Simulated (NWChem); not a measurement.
# SiHCl2F; SMILES F[SiH](Cl)Cl

Problem. Give the equilibrium geometry at PBE0/def2-SVP (NWChem) as an XYZ file, with the point group.

Solution. point group Cs; any orientation.
```
5

Si     0.3862     0.4128     0.0000
F      1.7874    -0.3769     0.0000
Cl    -0.6476    -0.1328     1.6691
Cl    -0.6476    -0.1328    -1.6691
H      0.6500     1.8625     0.0000
```
